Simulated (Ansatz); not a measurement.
C₃H₄Ga (`C#[C][Ga][CH3]`) radical. Charge 0, multiplicity 2. The geometry is a stationary point of PBE0-D4/def2-TZVP.

```xyz
8

C     2.339   -0.685    1.244
C     1.525   -0.170    0.508
Ga    0.389    0.763   -0.754
C    -1.558    0.376   -0.741
H     3.045   -1.146    1.897
H    -1.692   -0.694   -0.917
H    -1.944    0.613    0.254
H    -2.105    0.943   -1.492
```

Problem. What is the dipole moment at ωB97M-V/def2-TZVPP? (Best estimate.)

Solution. Computed: 0.55 D, with components (-0.54, 0.01, -0.12) D in this frame, pointing from negative to positive charge.

Problem. And with PBE, r2SCAN, B3LYP? (An estimate is asked.)

Solution. Computed: PBE 0.66 D, r2SCAN 0.62 D, B3LYP 0.60 D.

Problem. Give the Mulliken charges with ωB97M-V, r2SCAN, PBE in def2-TZVPP. (Best estimate.)

Solution. Ansatz gave: 
```json
{"atom": "C1", "ωB97M-V": "-0.09", "r2SCAN": "-0.14", "PBE": "-0.04"}
{"atom": "C2", "ωB97M-V": "-0.33", "r2SCAN": "-0.27", "PBE": "-0.29"}
{"atom": "Ga3", "ωB97M-V": "0.29", "r2SCAN": "0.24", "PBE": "0.16"}
{"atom": "C4", "ωB97M-V": "-0.44", "r2SCAN": "-0.27", "PBE": "-0.35"}
{"atom": "H5", "ωB97M-V": "0.22", "r2SCAN": "0.21", "PBE": "0.20"}
{"atom": "H6", "ωB97M-V": "0.12", "r2SCAN": "0.08", "PBE": "0.10"}
{"atom": "H7", "ωB97M-V": "0.12", "r2SCAN": "0.08", "PBE": "0.10"}
{"atom": "H8", "ωB97M-V": "0.12", "r2SCAN": "0.08", "PBE": "0.11"}
```

B3LYP here is the variant with VWN-RPA as its local correlation; programs differ in this.
